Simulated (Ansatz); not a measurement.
# Energy profile

The step: BSiH₆Br ([Br][BH2]1[H][SiH3]1) → BSiH₆Br ([SiH3][BH2][BrH]); bonds formed: Br2–H5; dative contacts that become bonds: B1–Si6; bonds broken: B1–H5, H5–Si6; bonds weakened to dative contacts: B1–Br2 (atoms numbered as in the saddle structure below).

```xyz
9
angstrom
B -0.8353 -0.4373 -0.4080
Br 0.0975 0.7258 -2.5745
H -1.8733 0.1490 -0.4510
H -0.7360 -1.5262 -0.8850
H 0.5795 0.4902 -1.2126
Si 0.4673 0.0860 1.0656
H 1.8919 -0.2604 0.7955
H -0.0024 -0.7465 2.2120
H 0.4109 1.5193 1.4579
```

Electronic energies by CCSD(T) at an estimated basis limit (MP2 extrapolated from triple and quadruple zeta, plus CCSD(T) − MP2 in triple zeta), on PBE0-D4/def2-TZVP structures; BSiH6Br, singlet; no counterpoise correction. Ansatz 0.2.0; basis: def2-TZVPP and def2-QZVPP; cores frozen in the correlated methods. Filled d shells of the heavier atoms are correlated. The def2 sets are not built for correlating such inner shells, so the correlated values are less sure here. Extrapolation: Hartree–Fock as exp(−7.88 √X), correlation as X^−2.97.

Q: Give the profile in eV, counted from the separated reactants. (Judge from chemistry; the value comes from the calculation.)

A: The calculation gives:
```json
{"point": "separated: BH2Br (linked as [BH2][Br]; B1, Br2, H3, H4; singlet) + SiH4 (H5, Si6, H7, H8, H9; singlet)", "eV": "0.000"}
{"point": "start structure", "eV": "-0.070"}
{"point": "saddle", "eV": "1.219"}
{"point": "end structure", "eV": "0.898"}
{"point": "separated: BSiH5 (linked as [BH2][SiH3]; B1, H3, H4, Si6, H7, H8, H9; singlet) + HBr (Br2, H5; singlet)", "eV": "1.177"}
```

The T1 diagnostic stays at or below 0.013.

For scale, one of the runs: CCSD(T)/def2-TZVPP, 205 basis functions, launched by `ansatz run in.yaml --threads 3 --pin off --events-out ev --progress --plain --max-ram 6092MiB`. The run took 30 s on 3 CPU threads of an Intel Xeon (shared host), with 2.8 GiB of host memory at its peak.
